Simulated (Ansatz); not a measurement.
A nudged elastic band was laid between two geometries of AsH5OSi (8 atoms, charge 0, multiplicity 1).

Computed with RKS PBE/def2-SVP (Ansatz 0.2.0).

| Quantity | Value |
| --- | --- |
| movable images | 7 |
| climbing image | yes |
| spring | 5.0 eV/Å² |
| optimiser | fire |
| start path | through a guess of the saddle point |
| force threshold | 0.05 eV/Å |
| iteration limit | 60 |
| end points | relaxed |
| largest step | 0.02 Å |

First end point:

```xyz
8
Properties=species:S:1:pos:R:3
O -1.220 0.353 -1.497
As -0.512 1.259 -0.051
Si 0.609 -0.682 0.810
H -2.161 0.612 -1.520
H 0.781 1.734 -0.760
H 1.628 -0.263 1.839
H 1.288 -1.447 -0.291
H -0.413 -1.566 1.471
```

Last end point:

```xyz
8
Properties=species:S:1:pos:R:3
O -1.169 -0.029 -2.147
As -0.560 0.697 -0.793
Si 0.551 -0.772 0.752
H -1.575 1.468 0.086
H 0.462 1.837 -1.028
H 1.091 0.018 1.913
H 1.662 -1.442 0.000
H -0.462 -1.776 1.217
```

Task: What changes between the two ends?

Result: Bonds broken: O1–H4. Bonds formed: As2–H4.

Task: Give the energies along the band, and the barrier.

Result: It converged. The highest image is number 5 of 0 to 8, 72.9 kcal/mol above the first end and 39.9 kcal/mol above the last; the last end lies 33.0 kcal/mol above the first. Neighbouring images differ by up to 1.6 eV, so the band resolves the path poorly. The order of the stationary point at the top wasn't checked. The orbitals stay closed-shell, which can raise the energy where a bond breaks towards radicals; this wasn't checked here.

```csv
image,path coordinate (Å),energy (kcal/mol),O1–H4 (Å),As2–H4 (Å)
0,0.00,0.0,0.98,2.30
1,0.33,0.2,0.98,2.29
2,0.68,2.8,0.98,2.15
3,1.02,17.7,1.02,1.86
4,1.35,55.3,1.31,1.64
5,1.67,72.9,1.69,1.53
6,2.19,48.1,2.26,1.52
7,2.70,34.3,2.66,1.54
8,3.20,33.0,2.72,1.55
```

Task: What is the geometry of the highest image?

Result: 
```xyz
8
Properties=species:S:1:pos:R:3
O -1.283 0.085 -1.879
As -0.541 0.865 -0.498
Si 0.631 -0.748 0.865
H -1.988 1.228 -0.857
H 0.615 1.833 -0.890
H 1.423 -0.124 1.981
H 1.531 -1.433 -0.126
H -0.388 -1.707 1.403
```

The band took 41 iterations and about 4 core-minutes.

Run time: 2.3 min on 2 threads of AMD EPYC 9R45 96-Core Processor (Zen 5) (shared host), peak memory 0.14 GiB.
